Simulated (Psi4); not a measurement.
Internal rotation in SMILES C=Cc1cccc[c]1[GeH3] (C8H10Ge). Scanned: dihedral C1–C2–C3–C4; all other coordinates were relaxed at GFN2-xTB. Points at φ and −φ are mirror images. Heavy atoms are numbered in the order of the SMILES C=Cc1cccc[c]1[GeH3], hydrogens after them in the order of the atoms that carry them; the mirror image has the same energies with the sign of each dihedral reversed.

Methods: PBE0-D3(BJ)/def2-SVP // GFN2-xTB (Psi4); PBE-D3(BJ)/def2-SVP // GFN2-xTB (Psi4).

Energies relative to the lowest point of each profile, in kJ/mol:

```
φ / °  PBE0-D3(BJ)/def2-SVP
-----  --------------------
-150                    5.2
-120                    8.8
-90                    12.7
-60                     6.9
-30                     0.2
0                       0.0
30                      0.2
60                      6.9
90                     12.7
120                     8.8
150                     5.2
180                     7.4
```

### Question
Estimate the PBE-D3(BJ)/def2-SVP values at these points.

### Answer
-150: 6.1; -120: 11.7; -90: 16.3; -60: 9.4; -30: 1.3; 0: 0.0; 30: 1.3; 60: 9.4; 90: 16.3; 120: 11.7; 150: 6.1; 180: 6.4 (kJ/mol).
